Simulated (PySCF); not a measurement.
# Assignment exercise: C₂H₅NOSi

Mapped SMILES: `[CH3:1][Si@H:2]([OH:3])[C:4]#[N:5]` (H(Xn): hydrogen on atom n).

Computed data (PySCF): GFN2-xTB structure, PBE0/pcSseg-1 with gauge-including orbitals. Fast rotation and ring inversion assumed for equivalent nuclei, one computed conformer, relativity neglected, no solvent model.

References, each an isolated molecule treated in the same way: ¹³C, ¹H against TMS.

Task: Assign these signals to the numbered atoms. ¹³C{¹H} NMR (computed): δ 127.0 (C), -0.2 (CH3).

Result: 
```tsv
δ (ppm)	atoms	environment	reason
127.0	C4	nitrile carbon	this is the usual window of a C≡N carbon, which has no attached hydrogen
-0.2	C1	methyl carbon bonded to Si	an electropositive neighbour leaves it electron-rich and shielded
```

Task: Assign these signals to the numbered atoms. ¹H NMR (600 MHz, computed): δ 5.12 (q, 1H), 1.73 (br s, 1H), 0.53 (d, 3H).

Result: 
5.12 → H(Si2), hydrogen on a silicon bonded to 2 C, O
1.73 → H(O3), hydrogen on an oxygen bonded to Si: exchangeable, gas-phase position
0.53 → H(C1), hydrogen on a methyl carbon bonded to Si: an electropositive neighbour shields it, as in TMS itself

OH and NH positions are those of a molecule without intermolecular hydrogen bonds; in solution they move with solvent, concentration and temperature, and exchange usually removes their couplings. Shifts are as computed. Against solution values, carbons near 30 ppm lie about +3 ppm off and those near 130 ppm about +5 ppm (rms about the fit 2.1 ppm; single classes can miss by 10 ppm). Of 1328 compounds with measured shifts, 309 miss one by over three times the rms of a fit or turn the order of signals round; such compounds aren't used in these exercises. Signals without a measured value on file couldn't be tested in this way; 1H shifts scatter by 0.2 ppm about their fit, and single ones miss by 0.5 ppm. Multiplicities follow the n + 1 count of equivalent neighbours, as no J values were calculated; m marks all less simple cases, F and P coupling included.
